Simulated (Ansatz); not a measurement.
Cost and result up the ladder for CrO3 (4 atoms). The state is a singlet with charge 0. Geometry: PBE0-D4/def2-TZVP.

```xyz
4

Cr    0.041    0.244    0.072
O     0.737    0.177   -1.326
O    -1.519    0.150    0.047
O     0.741   -0.572    1.206
```

Ansatz on 2 threads of Arm Neoverse V2 on a shared host. Times are rough, and most runs start from the orbitals of an earlier one. No level here is sound enough to serve as a yardstick. Binding counts from free atoms at the same level (Cr septet, O triplet; other spins of the atoms weren't run), without zero-point energy or a counterpoise term.

The 6-31G sets use Cartesian d functions. LC-ωPBE has ω = 0.4 bohr⁻¹. B3LYP takes the VWN-RPA correlation. Correlated methods freeze 8 core orbitals; core or outer-core shells of Cr are correlated, in sets that lack core-valence functions.

Run but left out: HF/STO-3G, HF/6-31G, B2PLYP/def2-TZVP (restricted singlet, unstable in another Hartree–Fock run and untested here); HF/def2-TZVP, MP2/def2-TZVP, CCSD(T)/def2-TZVPP (restricted singlet, unstable towards broken spin symmetry).

Correlated methods converge slowly with the basis.

```tsv
level	functions	binding energy per atom (eV)	remarks
PBE0-D4/def2-TZVPD	168	3.22	restricted SCF unstable in HF
PBE-D4/def2-SVP	73	4.35	restricted SCF unstable in HF
B3LYP-D4/6-31G	56	3.66	restricted SCF unstable in HF
LC-ωPBE/def2-TZVP	138	3.28	restricted SCF unstable in HF
PBE-D4/def2-TZVP (with forces)	138	4.26	–
r2SCAN-D4/def2-TZVP	138	3.76	restricted SCF unstable in HF
PBE0-D4/def2-TZVP	138	3.22	restricted SCF unstable in HF
r2SCANh-D4/def2-TZVP	138	3.38	restricted SCF unstable in HF
RPA@PBE/def2-TZVP	138	3.40	–
BLYP-D4/def2-TZVP	138	4.22	restricted SCF unstable in HF
PBE-D4/def2-TZVPD	168	4.26	restricted SCF unstable in HF
revPBE-D4/def2-TZVP	138	4.05	restricted SCF unstable in HF
r2SCAN0-D4/def2-TZVP	138	2.84	restricted SCF unstable in HF
PBE0-D4/def2-SVP	73	3.20	restricted SCF unstable in HF
```

Estimate how long each takes.

PBE-D4/def2-SVP 0.85 s; B3LYP-D4/6-31G 1 s; PBE0-D4/def2-SVP 1.1 s; revPBE-D4/def2-TZVP 1.4 s; PBE-D4/def2-TZVP (with forces) 1.9 s; BLYP-D4/def2-TZVP 1.9 s; PBE-D4/def2-TZVPD 1.9 s; PBE0-D4/def2-TZVP 2 s; LC-ωPBE/def2-TZVP 2.1 s; PBE0-D4/def2-TZVPD 2.7 s; RPA@PBE/def2-TZVP 3.2 s; r2SCAN-D4/def2-TZVP 3.3 s; r2SCANh-D4/def2-TZVP 3.6 s; r2SCAN0-D4/def2-TZVP 3.7 s. On shared hardware such times vary by a factor of up to 3.
